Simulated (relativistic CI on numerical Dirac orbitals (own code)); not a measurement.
Hyperfine structure of Mn XXIV, mass number 53

Computed by Dirac-Coulomb-Breit CI, KLI orbitals optimised for each configuration, model QED, unscaled Slater integrals (own radial code, finite nucleus).

Configurations in the expansion: 1s2, 1s 2s, 1s 2p, 1s 3s, 1s 3p, 1s 3d, 1s 4s, 1s 4p, 1s 4d, 1s 4f, 1s 5s, 1s 5p, 1s 5d, 1s 5f, 1s 5g, 1s 6s, 1s 6p, 1s 6d. Levels of other configurations are missing.

Nuclear spin I = 7/2, μ = 5.033 μN, Q = 0.17 b (tables of Stone and Pyykkö). The electronic factors are computed for point nuclear moments, without core polarisation or the Bohr-Weisskopf and QED corrections.

```
      Level   E (eV)  A (GHz)    B (GHz)
 1s 2s 3S_1  6119.72     3342  -5.59e-05
1s 2p 3P°_1  6149.26     2584      -3.93
1s 2p 3P°_2  6161.55     1526       9.77
1s 2p 1P°_1  6179.52   -919.8       8.66
 1s 3s 3S_1  7250.22     3095  -4.41e-05
1s 3p 3P°_1  7258.41     2551      -1.14
1s 3p 3P°_2  7262.07     1506       2.94
 1s 3d 3D_2  7266.13     1491      0.535
```

Levels with J = 0, under 50 % of one LS term, or S terms without an open s electron are left out. Small factors come from cancelling terms and can be off by tens of per cent or more.

At this charge energies of transitions that change n are usually good to better than 1 %, and those within a shell (Δn = 0) to a few per cent.

Task: Give the hyperfine levels of 1s 2s 3S_1 relative to its centre of gravity.

Result: With K = F(F + 1) − I(I + 1) − J(J + 1), E = AK/2 + B[¾K(K + 1) − I(I + 1)J(J + 1)]/[2I(2I − 1)J(2J − 1)]: F = 5/2: -15040, F = 7/2: -3342, F = 9/2: 11700 GHz.

LS names give the leading component of a level, which can be under half, so a name can repeat, a term be missing and a line seem to break the LS rules.
